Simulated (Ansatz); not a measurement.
A structure relaxed at PBE0-D4/def2-TZVP, charge 0, multiplicity 1:

| atom | x (Å) | y (Å) | z (Å) |
| --- | --- | --- | --- |
| C1 | 1.263 | -0.434 | -0.279 |
| O2 | 0.154 | 0.222 | -0.862 |
| In3 | -1.480 | 0.567 | 0.151 |
| F4 | -1.659 | 0.026 | 2.002 |
| F5 | -3.017 | 1.455 | -0.591 |
| H6 | 2.038 | -0.501 | -1.047 |
| H7 | 1.024 | -1.451 | 0.052 |
| H8 | 1.677 | 0.115 | 0.574 |

Give its formula and SMILES.

CH3F2InO, `C[O][In]([F])[F]`.

Point group (tolerance 0.08 Å, 0.16 Å for H)?

Cs.

Summarise the bond lengths by kind.

1 × C–O 1.414 Å; 3 × C–H 1.094 to 1.096 Å; 1 × In–O 1.954 Å; 2 × F–In 1.924 to 1.936 Å.

Results of the Gaussian-basis code of Ansatz.
